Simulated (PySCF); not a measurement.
# Two-component Hartree-Fock for Sb(42+) (antimony, charge +42)

Start: [He] 2s2 2p5; 2p1/2 filled at m_j = -1/2, +1/2; 2p3/2 filled at m_j = -1/2, +1/2, +3/2. Calculated with PySCF 2.14 in an uncontracted even-tempered set (17 s from 21 bohr⁻², ratio 2.4; 12 p from 27 bohr⁻², ratio 2.4; 5 d from 100 bohr⁻², ratio 2.6; 4 f from 150 bohr⁻², ratio 2.6): generalised Hartree-Fock with the X2C-1e Hamiltonian and a Gaussian nucleus; one run each with spin-orbit coupling (SO) switched off, then screened by Boettger's factors.

```json
{"spinor shell": "1s1/2", "electrons": "2", "ε, spin-free (eV)": "-33638.2", "ε, screened SO (eV)": "-33632.0", "weight of nominal j (screened SO)": "1.000", "rms radius, screened SO (bohr)": "0.0325"}
{"spinor shell": "2s1/2", "electrons": "2", "ε, spin-free (eV)": "-7462.1", "ε, screened SO (eV)": "-7460.3", "weight of nominal j (screened SO)": "1.000", "rms radius, screened SO (bohr)": "0.129"}
{"spinor shell": "2p1/2", "electrons": "2", "ε, spin-free (eV)": "-7027.8", "ε, screened SO (eV)": "-7209.8", "weight of nominal j (screened SO)": "0.999", "rms radius, screened SO (bohr)": "0.111"}
{"spinor shell": "2p3/2", "electrons": "3", "ε, spin-free (eV)": "-7027.8", "ε, screened SO (eV)": "-6943.8", "weight of nominal j (screened SO)": "0.999", "rms radius, screened SO (bohr)": "0.115"}
```

```csv
quantity,spin-free,screened SO
E (hartree),-4668.45700,-4672.86725
M_J,3/2,3/2
⟨J²⟩,3.750,3.750
⟨L²⟩,2.000,2.005
⟨S²⟩,0.750,0.755
```

Each row is a mean over spinors that exchange with the open shell spreads, by up to 41.421 eV (2s1/2).

Breit and QED terms are absent; they matter most for the inner s and p1/2 levels.

Densities and radii are taken from the X2C orbitals without a picture-change correction, which distorts them close to the nucleus.

Without spin-orbit coupling the j labels of p, d and f shells carry no meaning; the spin-free column gives the mean over the occupied spinors of each nl shell.
